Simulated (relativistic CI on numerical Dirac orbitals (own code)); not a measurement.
Transition arrays of Xe12+

Calculated at this level of theory: Dirac-Coulomb-Breit CI, orbitals from a KLI potential per configuration, model QED, valence Slater integrals scaled by 0.9, whole transition arrays (own radial code, finite nucleus).

Configurations in the expansion (outside the closed core [Ar] 3d10 4s2): 4p6.4d6, 4p6.4d5.4f, 4p5.4d7, 4p6.4d5.5p, 4p6.4d5.5f. Levels of other configurations are missing.

All E1 lines from the levels of 4p6.4d6; mean and standard deviation are weighted by gf, and upper levels are sorted by their leading configuration.

| Upper configuration | Lines | Σgf | Mean (eV) | Mean (nm) | σ (eV) | Strongest line (nm) |
| --- | --- | --- | --- | --- | --- | --- |
| 4p6.4d5.4f | 6261 | 1695.8 | 116.75 | 10.619 | 2.95 | 10.607 |
| 4p5.4d7 | 889 | 41.2 | 114.47 | 10.831 | 12.38 | 10.414 |
| 4p6.4d5.5p | 3283 | 351.6 | 112.65 | 11.006 | 3.88 | 10.760 |
| 4p6.4d5.5f | 5470 | 1.3 | 175.27 | 7.074 | 4.11 | 7.016 |

Σgf per state of the lower configuration in bins of 0.05 nm over the central range (centre: value): 10.03: 0.04, 10.08: 0.03, 10.13: 0.05, 10.18: 0.08, 10.23: 0.08, 10.28: 0.08, 10.33: 0.18, 10.38: 0.13, 10.43: 0.43, 10.48: 0.56, 10.53: 0.68, 10.58: 1.49, 10.63: 2.01, 10.68: 1.13, 10.73: 0.91, 10.78: 0.51, 10.83: 0.10, 10.88: 0.11, 10.93: 0.05, 10.98: 0.10, 11.03: 0.06, 11.08: 0.08, 11.13: 0.08, 11.18: 0.09, 11.23: 0.08, 11.28: 0.12, 11.33: 0.10, 11.38: 0.13, 11.43: 0.07, 11.48: 0.06.

Problem. How do configuration mixing and the scaling of the Slater integrals move the arrays?

Solution. Slater scale 0.9, no configuration mixing: 4p6.4d5.4f 111.4 ± 4.8 eV (Σgf 1305.1), 4p5.4d7 101.6 ± 8.4 eV (Σgf 463.9), 4p6.4d5.5p 109.3 ± 2.4 eV (Σgf 169.8), 4p6.4d5.5f 174.1 ± 2.6 eV (Σgf 25.6); Slater scale 1: 4p6.4d5.4f 119.0 ± 3.1 eV (Σgf 1748.4), 4p5.4d7 118.2 ± 11.1 eV (Σgf 50.9), 4p6.4d5.5p 113.4 ± 4.8 eV (Σgf 327.4), 4p6.4d5.5f 174.5 ± 5.2 eV (Σgf 1.2); Slater scale 0.8: 4p6.4d5.4f 114.4 ± 2.9 eV (Σgf 1543.9), 4p5.4d7 112.9 ± 10.7 eV (Σgf 55.9), 4p6.4d5.5p 112.2 ± 3.0 eV (Σgf 450.6), 4p6.4d5.5f 175.4 ± 3.1 eV (Σgf 1.5). With mixing, levels are counted to their leading configuration, so an array can shrink or vanish into another, and the sums then hold other lines.
